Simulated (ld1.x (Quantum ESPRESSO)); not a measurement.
PBE PAW dataset for gallium (Ga), scalar-relativistic all-electron reference.

Input for ld1.x (Quantum ESPRESSO) 7.5:

```
&input
   title='Ga', zed=31., rel=1, dft='PBE', iswitch=3,
   config='[Ar] 3d10 4s2 4p0.5',
   nld=3, rlderiv=3.05, eminld=-4.0, emaxld=5.0, deld=0.02
 /
 &inputp
   pseudotype=3, lpaw=.true., tm=.true., lloc=-1, rcloc=1.55,
   nlcc=.true., new_core_ps=.true., rcore=0.75,
   which_augfun='PSQ', rmatch_augfun_nc=.true.,
   file_pseudopw='Ga.UPF', file_wfcaegen='ae.wfc', file_wfcncgen='nc.wfc', file_beta='beta', file_chi='chi', file_wfcusgen='us.wfc'
 /
6
4S  1  0   2.00   0.00  1.40  1.90  0.0
4S  1  0   0.00   1.40  1.40  1.90  0.0
4P  2  1   0.50   0.00  2.15  2.80  0.0
4P  2  1   0.00   0.50  2.15  2.80  0.0
3D  3  2  10.00   0.00  1.15  1.55  0.0
3D  3  2   0.00  -0.70  1.15  1.55  0.0
 &test
   configts(1)='3d10 4s2 4p0.5'
 /
```

Command:

```bash
ld1.x < Ga.in > Ga.out
```

Resulting log (shortened: banner, matrices, multipoles, cross overlaps and the repeated all-electron block are left out):

```
Program LD1 v.7.5
     --------------------------- All-electron run ----------------------------

     Ga
     scalar relativistic calculation

     atomic number is 31.00
     dft =PBE   lsd =0 sic =0 latt =0  beta=0.20 tr2=1.0E-14
     Exchange-correlation= PBE
                           (   1   4   3   4   0   0   0)
     mesh =1205 r(mesh) = 101.09016 a.u. xmin = -7.00 dx = 0.01250
     1 Ry =  13.60569312 eV, c = 137.03599908

     n l     nl                  e(Ry)          e(Ha)          e(eV)
     1 0     1S 1( 2.00)      -752.1721      -376.0860    -10233.8225
     2 0     2S 1( 2.00)       -93.0609       -46.5305     -1266.1581
     2 1     2P 1( 6.00)       -81.0450       -40.5225     -1102.6729
     3 0     3S 1( 2.00)       -11.1691        -5.5845      -151.9629
     3 1     3P 1( 6.00)        -7.5482        -3.7741      -102.6979
     3 2     3D 1(10.00)        -1.6896        -0.8448       -22.9888
     4 0     4S 1( 2.00)        -0.9134        -0.4567       -12.4272
     4 1     4P 1( 0.50)        -0.4132        -0.2066        -5.6219

     final scf error:  5.8E-15 reached in  29 iterations

     Etot =   -3887.729917 Ry,   -1943.864958 Ha,  -52895.260192 eV

     Ekin =    3953.845768 Ry,    1976.922884 Ha,   53794.812178 eV
     Encl =   -9360.492638 Ry,   -4680.246319 Ha, -127355.990318 eV
     Eh   =    1669.688649 Ry,     834.844325 Ha,   22717.271373 eV
     Exc  =    -150.771696 Ry,     -75.385848 Ha,   -2051.353425 eV

     normalization and overlap integrals

     s(1S/1S) =  1.000000  <r> =   0.0486  <r2> =    0.0032  r(max) =   0.0319
     s(2S/2S) =  1.000000  <r> =   0.2178  <r2> =    0.0560  r(max) =   0.1833
     s(2P/2P) =  1.000000  <r> =   0.1907  <r2> =    0.0446  r(max) =   0.1464
     s(3S/3S) =  1.000000  <r> =   0.6518  <r2> =    0.4907  r(max) =   0.5647
     s(3P/3P) =  1.000000  <r> =   0.6792  <r2> =    0.5442  r(max) =   0.5647
     s(3D/3D) =  1.000000  <r> =   0.8094  <r2> =    0.8589  r(max) =   0.5305
     s(4S/4S) =  1.000000  <r> =   2.2812  <r2> =    6.0200  r(max) =   1.8748
     s(4P/4P) =  1.000000  <r> =   3.0942  <r2> =   11.3185  r(max) =   2.4073

     ------------------------ End of All-electron run ------------------------

     --------------------- Generating PAW atomic setup --------------------

      Generating local potential from pseudized AE potential:
      Matching radius rcloc =   1.5500

      Local pseudo, rcloc= 1.554 Estimated cut-off energy=    10.00 Ry

      Computing core charge for nlcc:

       r > 0.75 : true rho core
      Core charge pseudized with two Bessel functions
      Integrated core pseudo-charge :  10.48
      Wfc-us  4S rcutus= 1.898  Estimated cut-off energy=    12.37 Ry
      Wfc-us  4S rcutus= 1.898  Estimated cut-off energy=    17.07 Ry
      Wfc-us  4P rcutus= 2.832  Estimated cut-off energy=     9.56 Ry
      Wfc-us  4P rcutus= 2.832  Estimated cut-off energy=    13.03 Ry
      Wfc-us  3D rcutus= 1.554  Estimated cut-off energy=    49.21 Ry
      Wfc-us  3D rcutus= 1.554  Estimated cut-off energy=    82.45 Ry

     Required augmentation: PSQ   radius:    2.800000

     Q pseudized with Bessel functions
     Expected ecutrho=     305.7270 due to l1=  2   l2=  2

     Estimated PAW energy = -277.568863 Ryd

     ------------------- End of pseudopotential generation -------------------

     Computing logarithmic derivative in   3.03370
     Computing logarithmic derivative in   3.03370
     Computing the partial wave expansion
     R is outside the sphere for l=    0 j= 0.00
     R is outside the sphere for l=    0 j= 0.00
     R is outside the sphere for l=    1 j= 0.00
     R is outside the sphere for l=    1 j= 0.00
     R is outside the sphere for l=    2 j= 0.00
     R is outside the sphere for l=    2 j= 0.00

     ---------------------- Testing the pseudopotential ----------------------

     Ga
     scalar relativistic calculation

     atomic number is 31.00   valence charge is 13.00
     dft = SLA  PW   PBX  PBC   lsd =0 sic =0 latt =0  beta=0.20 tr2=1.0E-14
     mesh =1205 r(mesh) = 101.09016 xmin = -7.00 dx = 0.01250

     n l     nl             e AE (Ry)        e PS (Ry)    De AE-PS (Ry)
     3 2     3D   1(10.00)       -1.68964       -1.68965        0.00001
     1 0     4S   1( 2.00)       -0.91338       -0.91339        0.00000
     2 1     4P   1( 0.50)       -0.41320       -0.41320        0.00000

     eps = 2.3E-15  iter =  4

     Etot =   -3887.729917 Ry,   -1943.864958 Ha,  -52895.260192 eV
     Etotps =  -277.568881 Ry,    -138.784441 Ha,   -3776.517018 eV

     Ekin =     268.491773 Ry,     134.245887 Ha,    3653.016672 eV
     Encl =    -537.258636 Ry,    -268.629318 Ha,   -7309.776129 eV
     Ehrt =     141.969667 Ry,      70.984834 Ha,    1931.595723 eV
     Ecxc =    -150.771685 Ry,     -75.385843 Ha,   -2051.353284 eV
     (Ecc =     -26.102456 Ry,     -13.051228 Ha,    -355.142012 eV)

     ---------------------- End of pseudopotential test ----------------------
```

Generation and configuration tests took about 2.3 s on one core of a shared server CPU.
